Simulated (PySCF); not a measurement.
Stepwise substitution at one centre (Ga Cl-Br). Isolated molecules, 0 K electronic values unless said otherwise. Strings in code marks are SMILES.

The vertical ionisation energy (Delta-SCF) from two functionals at the same geometries (PBE0-D3(BJ)/def2-TZVP), both in PySCF: PBE-D3(BJ)/def2-TZVP and PBE0-D3(BJ)/def2-TZVP. Delta-SCF ions had no search for a lower state. 

| species | PBE-D3(BJ)/def2-TZVP (eV) | PBE0-D3(BJ)/def2-TZVP (eV) |
|---|---|---|
| 0 of 3 Cl replaced by Br (`[Cl][Ga]([Cl])[Cl]`) | 10.89 | 11.50 |
| 1 of 3 Cl replaced by Br (`[Br][Ga]([Cl])[Cl]`) | 10.55 | 11.10 |
| 2 of 3 Cl replaced by Br (`[Cl][Ga]([Br])[Br]`) | 10.27 | 10.80 |
| 3 of 3 Cl replaced by Br (`[Ga]([Br])([Br])[Br]`) | 10.03 | 10.57 |

Over these rows, drawn at random from the members with no instability flagged (it was tested for open shells, ions and some series alone), PBE minus PBE0-D3(BJ): mean -0.56 eV, from -0.61 eV to -0.53 eV.
